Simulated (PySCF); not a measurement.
CH4ClFOSi (SMILES C[Si](O)(F)Cl), singlet, geometry from GFN2-xTB, atoms displaced at random by about 0.03 Å a coordinate. Base run: B3LYP/STO-3G, gradient (PySCF).

Input for PySCF:
```python
from pyscf import gto, scf, dft

mol = gto.M(
    atom='''
C     1.84330801   -0.22667337   -0.87400396
Si    0.02129330   -0.04830023   -0.33784754
O    -0.84007491   -1.24139539   -0.93378398
F    -0.58862612    1.34240420   -0.90841322
Cl   -0.24630107    0.14053668    1.69421661
H     2.30919137   -1.09600250   -0.46272046
H     2.39160732    0.65213886   -0.49333917
H     1.89394855   -0.25537320   -1.93674886
H    -1.76313604   -1.34676632   -0.84126361
''',
    basis='sto-3g',
    verbose=4,
)

mf = dft.RKS(mol)
mf.xc = 'b3lyp'
mf.kernel()
g = mf.nuc_grad_method()
grad = g.kernel()
```

The coordinate followed is y of atom 3.

The base run was repeated with changes; each row names its change, and settings that it needs were set with it.

| change | dE/dx (Eh/bohr) | net force (Eh/bohr) |
|---|---|---|
| base | 0.039974 | 0.000179 |
| conv_tol = 1e-4 | 0.039938 | 0.000179 |
| finite difference step (bohr) = 0.2; conv_tol = 1e-11 | 0.043435 | - |
| grids.level = 1; grid_response = off | 0.039962 | 0.000712 |
| conv_tol = 1e-6 | 0.039975 | 0.000179 |
| density fitting = on; auxbasis_response = off | 0.041413 | 0.003759 |
| grids.level = 5; grid_response = off | 0.039942 | 0.000025 |
| finite difference step (bohr) = 0.01; conv_tol = 1e-11 | 0.039958 | - |
| grids.level = 1; grid_response = on | 0.039905 | 0.000000 |
| finite difference step (bohr) = 1e-3; conv_tol = 1e-11 | 0.039950 | - |
| grids.level = 5; grid_response = on | 0.039953 | 0.000000 |
| grid_response = on | 0.039950 | 0.000000 |

The net force is zero for an exact gradient.
